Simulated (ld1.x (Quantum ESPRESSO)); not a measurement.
Before and after: RRKJ potential for zirconium (Zr)

- Element: zirconium (Zr)
- Generator: ld1.x (Quantum ESPRESSO) 7.5
- Type: norm-conserving RRKJ (Kleinman–Bylander form)
- Functional: PBE
- Relativity: scalar-relativistic
- Frozen core: [Ar] 3d10
- Valence charge: 12
- Reference configuration: 4s2 4p6 4d1 5s0 5p0 (charge +3)
- Partial waves: 4s (bound): rc 1.30 bohr; 4p (bound): rc 1.70 bohr; 4d (bound): rc 2.70 bohr
- Local potential: the d channel
- Core correction: none
- rho0: 0.001

Change: all radii scaled by about 1.13 (s 1.46, p 1.92, d 3.04 bohr).

Cutoffs: the cutoffs (Ry, on a coarse ladder) from which the occupation-weighted sum of valence levels, in a spherical-Bessel basis at the reference potential, stays within 10 and 1 mRy of its value at 400 Ry; they do not see the model core or the augmentation charge, which bear on the density cutoff. Errors are all-electron minus pseudo energies relative to the spin-unpolarised reference configuration.

Q: How do hardness, ghosts and transferability respond?

A: The potential gets softer (90 Ry and 110 Ry → 45 Ry and 80 Ry); of the 7 tests that both files solve, the error grows in 2 and shrinks in 4 by more than 15 % and 0.3 meV (median size 128.5 → 102.8 meV); neither file shows a bound ghost. A larger radius leaves more room for a smooth pseudo-wave, so fewer plane waves are needed.

| quantity | base | changed |
| --- | --- | --- |
| cutoff, loose | 90 Ry | 45 Ry |
| cutoff, tight | 110 Ry | 80 Ry |
| loose cutoff by channel (10 mRy a level) | s 70 Ry, p 35 Ry, d 21 Ry | s 40 Ry, p 18 Ry, d 18 Ry |
| bound ghosts | none | none |
| error for 4s2 4p6 4d2 5s2 5p0, meV [ΔE -42.70 eV] | -179 | -141 |
| error for 4s2 4p6 4d2 5s1 5p0, meV [ΔE -35.57 eV] | -101 | -42 |
| error for 4s2 4p6 4d2 5s0 5p0, meV [ΔE -22.63 eV] | +10 | +33 |
| error for 4s2 4p6 4d2 5s1 5p1, meV [ΔE -39.66 eV] | -128 | -133 |
| error for 4s2 4p6 4d2.5 5s1.5 5p0, meV [ΔE -42.19 eV] | -131 | -111 |
| error for 4s2 4p5 4d2 5s2 5p0, meV [ΔE -4.71 eV] | -251 | -40 |
| error for 4s2 4p6 4d0 5s0 5p0, meV [ΔE 34.22 eV] | +43 | +103 |
